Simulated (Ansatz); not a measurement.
The Te1–F2 bond of FHOTe (SMILES O[Te]F) is stretched (multiplicity 1, the rest rigid).
Geometry at rest (charge 0, multiplicity 1):
```xyz
4

Te     0.1195     0.0429     0.3093
F     -1.0755     1.1330    -0.7345
O      0.3087    -1.4058    -0.9812
H      0.9930    -1.1827    -1.6249
```

Frozen-core correlation. Filled d and f shells under p-block atoms count as core.

The values were computed with Ansatz (an electronic-structure program) with Gaussian orbitals. Each number belongs to the level named beside it. In def2 rows elements past Kr take small-core potentials, without spin–orbit coupling.

FIC-MRCISD+Q on CASSCF(6,4)/def2-SVP, total energies (hartree):

```csv
R (Å),CASSCF,MRCISD,weight c² of the reference
1.925,-441.717861,-442.137911,0.89715
3.369,-441.628198,-442.028916,0.89808
6.160,-441.624528,-442.023480,0.89843
```

Task: Add the Davidson correction (E_MRCISD − E_CASSCF)(1 − c²)/c² and give the energies above the first point at the three levels.

Result: 
Corrections (hartree): -0.048153, -0.045476, -0.045102. Above the first point (kcal/mol):
- R = 3.369 Å: CASSCF 56.3, MRCISD 68.4, with the correction 70.1
- R = 6.160 Å: CASSCF 58.6, MRCISD 71.8, with the correction 73.7

Doubts at one or more of the structures used: active orbitals that take no part (FIC-MRCISD+Q on CASSCF(6,4)/def2-SVP).
